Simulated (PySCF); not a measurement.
## Telling isomers of C₅H₈F₂O apart by NMR

PySCF calculation with σ from GIAO-PBE0/pcSseg-1 and GFN2-xTB geometry; no solvent, relativity neglected, averaged over atoms made equivalent by symmetry, fast rotation or ring inversion, a single conformation.

Scale: 1H (31.72 ppm), 13C (186.93 ppm) vs TMS (reference shieldings calculated alike). Splittings of carbon signals by F and P are missing where no couplings were computed. Where no couplings were computed, multiplicities follow the n + 1 count of equivalent neighbours, and m marks all less simple cases (inequivalent or close neighbours, rings, F or P nearby). Shifts are as computed. Against solution values, carbons near 30 ppm lie about +3 ppm off and those near 130 ppm about +5 ppm. Of 1211 compounds with measured shifts, 218 miss one by over three times the rms of a fit or turn the order of signals round; such compounds aren't used in these exercises.

(1) Tabulate the signals of `CC(F)(F)OC1CC1`, `C=C(C)COC(F)F` and their relative energies.

(2) What is the quickest way to tell CC(F)(F)OC1CC1 from C=C(C)COC(F)F?

Results:

(1) 
```tsv
SMILES	carbon types	δC	δH	E rel. (kcal/mol)
CC(F)(F)OC1CC1	1×C 1×CH 2×CH2 1×CH3	133.7, 50.0, 26.3, 7.6	3.93 (m, 1H), 1.67 (m, 3H), 0.87 (m, 2H), 0.60 (m, 2H)	0.0
C=C(C)COC(F)F	1×C 1×CH 2×CH2 1×CH3	148.8, 125.4, 123.1, 74.7, 22.4	6.36 (m, 1H), 5.54 (br s, 1H), 5.38 (br s, 1H), 4.40 (s, 2H), 2.06 (s, 3H)	2.5
```

Energies are electronic energies at PBE0/pcSseg-1 on these geometries, without zero-point or thermal terms, each for the one conformer computed, which needn't be the lowest.

(2) Count the carbon signals: 4 against 5. The first has a three-membered-ring carbon (CH) at 50.0 ppm, the second a terminal =CH2 carbon at 125.4 ppm. Their most deshielded carbons lie at 133.7 and 148.8 ppm. In the proton spectra the most deshielded non-exchanging signals are 3.93 (m, 1H) and 6.36 (m, 1H).
